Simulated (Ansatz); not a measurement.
Consider the hydrogenolysis of a Zn–C bond: `F[CH2][Zn][F]` + H₂ → `[F][ZnH]` + `CF`.

Isolated molecules relaxed with PBE0-D4/def2-TZVP in Ansatz; ΔE leaves out vibrations. CCSD(T)/CBS is the MP2 limit (def2-TZVPP, def2-QZVPP) plus CCSD(T) − MP2 in def2-TZVPP, frozen cores. This one scheme is used for every species. Functionals use def2-TZVPP. B3LYP here is the variant with VWN-RPA as its local correlation; programs differ in this. For Zn outer-core shells are correlated without core-valence functions, which leaves a few kJ/mol of doubt a bond. Scalar relativity is left out up to krypton. Each species was taken in one conformer, which may not be the lowest.

| level | ΔE (kJ/mol) | difference from CCSD(T)/CBS |
| --- | --- | --- |
| LDA (SPW92) | -52.0 | 4.9 |
| revPBE-D4 | -48.2 | 8.7 |
| BLYP-D4 | -50.1 | 6.8 |
| r2SCAN-D4 | -55.3 | 1.6 |
| PBE0-D4 | -59.8 | -2.9 |
| B3LYP-D4 | -58.8 | -1.9 |
| r2SCANh-D4 | -58.4 | -1.5 |
| ωB97X-V | -61.1 | -4.2 |
| ωB97M-V | -59.9 | -3.0 |
| PBE0 | -61.9 | -5.0 |
| r2SCAN0 | -63.3 | -6.4 |
| BHLYP | -72.7 | -15.8 |
| RPA@PBE/def2-TZVPP | -62.9 | -6.0 |
| MP2/def2-TZVPP | -57.0 | -0.1 |
| HF/def2-QZVPP | -89.2 | -32.3 |
| SCS-MP2/def2-QZVPP | -59.4 | -2.5 |
| CCSD(T)/CBS | -56.9 | 0 |

Largest T1 diagnostic among the species: 0.018.

At CCSD(T), def2-SVP lies −14.2 kJ/mol from the extrapolated value and def2-TZVPP −5.6 kJ/mol. In def2-TZVPP, CCSD(T) changes the Hartree–Fock value by +27.6 kJ/mol (the triples alone add +4.9 kJ/mol) and MP2 by +33.1 kJ/mol.
